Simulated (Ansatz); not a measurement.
The cluster ZnO2⁻. Charge -1, multiplicity 4. Geometry PBE0-D4/def2-TZVPD.

```csv
atom,x (Å),y (Å),z (Å)
Zn1,-0.474,0.483,-0.156
O2,0.052,0.085,1.652
O3,0.421,-0.568,-1.497
```

At LDA (SPW92)/def2-TZVPD, PBE-D4/def2-TZVPD, r2SCAN-D4/def2-TZVPD, PBE0-D4/def2-TZVPD the highest occupied level of the charge -1 quartet lies above zero (up to 1.02 eV). It is a level of α spin, whose loss leaves a triplet; that state wasn't run at this geometry and level. The electron is either unbound and held by the finite basis, or the level is raised by self-interaction error. The order of the spin states hangs on the level: the doublet lies 1.92 eV below the quartet at PBE0-D4/def2-TZVPD, but 0.54 eV above it at HF/def2-TZVPD. The doublet is doubtful at HF/def2-TZVPD (⟨S²⟩ 1.36, where a pure state has 0.75). The structure comes from a short search, and lower isomers may exist.

Problem. Estimate the α-spin orbital energies around the gap (eV) in Ansatz with HF/def2-TZVPD, LDA (SPW92)/def2-TZVPD, PBE-D4/def2-TZVPD, r2SCAN-D4/def2-TZVPD, PBE0-D4/def2-TZVPD.

Solution. 
```csv
orbital,HF/def2-TZVPD,LDA (SPW92)/def2-TZVPD,PBE-D4/def2-TZVPD,r2SCAN-D4/def2-TZVPD,PBE0-D4/def2-TZVPD
HOMO−5,-10.47,-2.97,-3.18,-3.78,-5.14
HOMO−4,-9.36,-2.62,-2.94,-3.40,-4.80
HOMO−3,-8.18,-2.62,-2.21,-2.31,-3.64
HOMO−2,-8.11,-2.61,-1.81,-2.06,-3.46
HOMO−1,-7.77,-2.41,-1.70,-1.72,-3.07
HOMO,-1.93,0.94,1.02,0.76,0.14
LUMO,4.12,2.99,2.97,3.40,3.33
LUMO+1,4.17,3.21,3.14,3.57,3.43
LUMO+2,4.38,3.25,3.14,3.71,3.46
LUMO+3,6.18,4.46,4.38,4.97,4.88
LUMO+4,7.12,4.56,4.64,5.07,5.27
LUMO+5,7.22,5.47,5.38,6.12,5.89
β HOMO,-6.27,-1.20,-0.90,-0.97,-2.28
β LUMO,4.19,-0.89,-0.31,0.61,1.59
```
